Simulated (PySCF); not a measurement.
# A small calculation by hand: dipole moment from atomic charges

Cl₄H₃NTi, SMILES [NH3]->[Ti]([Cl])([Cl])([Cl])[Cl], multiplicity 1. Atoms are numbered in the order given.

```xyz
9

Ti     0.0000     0.0000     0.0255
Cl     1.8824    -1.0868    -0.2839
Cl     0.0000     0.0000     2.2000
Cl     0.0000     2.1736    -0.2839
Cl    -1.8824    -1.0868    -0.2839
N      0.0000     0.0000    -2.2402
H      0.0000    -0.9555    -2.6003
H      0.8275     0.4778    -2.6003
H     -0.8275     0.4778    -2.6003
```
Charge 0, spin multiplicity 1.

Coordinates come from a ωB97X-D3(BJ)/def2-SVP optimisation. The spin state was assumed, not searched.

Charges (e) from PySCF with CAM-B3LYP/def2-TZVP:

```
atom  ESP fit     IAO
----  -------  ------
Ti1     0.421   1.246
Cl2    -0.149  -0.369
Cl3    -0.164  -0.327
Cl4    -0.150  -0.369
Cl5    -0.149  -0.369
N6     -1.007  -0.679
H7      0.399   0.288
H8      0.400   0.288
H9      0.400   0.288
```

The dipole moment of the full density is 5.08 D.

**Question.** What dipole moment does each set of point charges give, and which comes closer to that of the density?

**Answer.** 
μ = Σ q r, and 1 e Å = 4.8032 D.
ESP fit: Σ q r = (0.000, -0.001, -1.085) e Å, |μ| = 5.21 D.
IAO: Σ q r = (0.000, 0.000, -1.099) e Å, |μ| = 5.28 D.
ESP fit comes closer in size. Point charges leave out the atoms' own dipoles (lone pairs, polarised bonds); fits to the potential absorb them, partitions of the density don't.
